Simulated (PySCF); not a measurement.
## H₃MoN: fields on a plane

All numbers come from PBE0 in PySCF with Mo def2-TZVP with ECP28, N def2-TZVP, H def2-TZVP; scalar-relativistic core potentials, no spin–orbit coupling; density-fitted integrals.

The singlet minimum has Mo–H 1.699 Å (×3), Mo–N 1.612 Å; H–Mo–H 118.3° (×3), H–Mo–N 97.5° (×3).

The plane holds Mo1 at (0.00, 0.00), N2 at (1.61, 0.00), H3 at (-0.22, 1.68) Å. Columns run from x = -2.25 to 4.05 Å, rows from y = 4.05 (top) to -1.95 Å, in steps of 0.3 Å. Other isomers or separated fragments may lie lower. Core electrons replaced by a potential are absent, the electrostatic potential uses the reduced nuclear charge, and values within about 0.7 Å of such atoms have no physical meaning.

Question: Give the electrostatic potential (V) (cut at 20 V). Lower edges of the bins (V): '0' -1.32, '1' -1.19, '2' -0.99, '3' -0.68, '4' -0.18, '5' 0.62, '6' 1.88, '7' 3.87, '8' 7.04, '9' 12.05; top 20.0.

Answer: 
```
4444444444444443333333
4444444444443333333333
4444444444333333333333
4444444444333333333333
4444444444333333333333
4444455554333333333333
4444567765433333333333
4445579986433332233333
5555679996543322222333
5555679987654332222233
5566788998765543211223
5667899999988875311122
5677999999999997410122
6678999999999999510122
6678999999999999510122
5677999999999997410122
5667899999988875311122
5566789998766543211223
5566677887654432222233
5555666666554332222333
5555556665544333333333
```

Question: Give the electron localisation function (set to 0 where the density is under 0.005 e/Å³). Lower edges of the bins: '0' 0.000, '1' 0.100, '2' 0.200, '3' 0.300, '4' 0.400, '5' 0.500, '6' 0.600, '7' 0.700, '8' 0.800, '9' 0.900; top 1.00.

Answer: 
```
0000000000000000000000
0000000000000000000000
0000000000000000000000
0000078880000000000000
0000999999600000000000
0009999999830000000000
0089999999930000000000
0089999999830000000000
0379999999621111000000
0247999997323333210000
0123456642246666531000
0011124552267888763000
0001257776377689875200
0001478007571759986200
0001478007571759986200
0001258888477689875200
0000014775367788763000
0000000111146666531000
0000000000023433210000
0000000000001111000000
0000000000000000000000
```
